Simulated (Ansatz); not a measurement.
Two members of one family (Al oxide hydroxide), computed with Ansatz in the gas phase. The two geometries come from different levels. A negative affinity means that the extra electron isn't bound at that geometry and level; within about 0.2 eV of zero the sign isn't settled. Binding counts from free atoms in the multiplicity of their measured ground term, without zero-point energy. A dash marks a value that wasn't run or was left out as unsound. The structures are stationary points that may keep the symmetry of their start. Remarks come from the PBE and PBE0 runs and from stability tests at other levels; not every state was tested. A HOMO above zero means that the electron is unbound at that level and held by the basis, or that self-interaction error raises the level; the energy of removing that electron tells which.

First: AlO3H3 (singlet, charge 0, PBE0-D4/def2-TZVP geometry).

Cartesian coordinates in Å:
```
Al 0.0001 0.0013 -0.0002
O 1.6564 -0.1574 -0.2872
O -0.5462 0.6439 1.4620
O -1.1107 -0.4853 -1.1761
H -1.4735 0.7501 1.6664
H 2.3177 0.1030 0.3510
H -0.8438 -0.8555 -2.0158
```

| level | HOMO (eV) | LUMO (eV) | gap (eV) | vertical EA (eV) | binding per atom (eV) |
| --- | --- | --- | --- | --- | --- |
| PBE-D4/def2-SVP | -6.81 | -0.98 | 5.83 | – | 4.10 |
| PBE-D4/def2-TZVPD | -7.43 | -1.66 | 5.78 | -0.09 | 4.15 |
| PBE0-D4/def2-SVP | -8.64 | -0.14 | 8.51 | – | 3.97 |
| PBE0-D4/def2-TZVP | -9.02 | -0.43 | 8.59 | – | 4.02 |
| PBE0-D4/def2-TZVPD | -9.12 | -0.91 | 8.21 | -0.25 | 4.03 |

Remarks: HOMO above zero (-1 doublet).

Second: Al2O6H6 (with an O–O bond) (singlet, charge 0, r2SCAN-D4/def2-SVP geometry).

```xyz
14

Al   -0.066    1.016   -0.586
Al    0.136   -1.630    0.393
O     1.624   -2.459    0.230
O     1.061    1.928   -1.473
O    -1.605    1.577   -0.047
O    -0.479    0.545    2.151
O    -0.034   -0.697   -1.230
O     0.318    0.138    1.009
H    -1.226    0.980    1.668
H    -2.207    2.208   -0.445
H     1.301    2.847   -1.335
H     0.425   -0.966   -2.036
H     1.938   -3.183    0.776
H    -1.186   -2.304    0.925
```

Problem. What does the change do? Estimate second minus first.

Solution. 
```tsv
level	Δ HOMO (eV)	Δ LUMO (eV)	Δ gap (eV)	Δ vertical EA (eV)	Δ binding per atom (eV)
PBE-D4/def2-SVP	0.80	-0.29	-1.09	–	-0.10
PBE-D4/def2-TZVPD	0.97	-0.18	-1.15	0.10	-0.17
PBE0-D4/def2-SVP	0.66	0.16	-0.51	–	-0.11
PBE0-D4/def2-TZVP	0.85	0.09	-0.76	–	-0.17
PBE0-D4/def2-TZVPD	0.87	0.16	-0.72	0.03	-0.17
```

Remarks: HOMO above zero (-1 doublet).
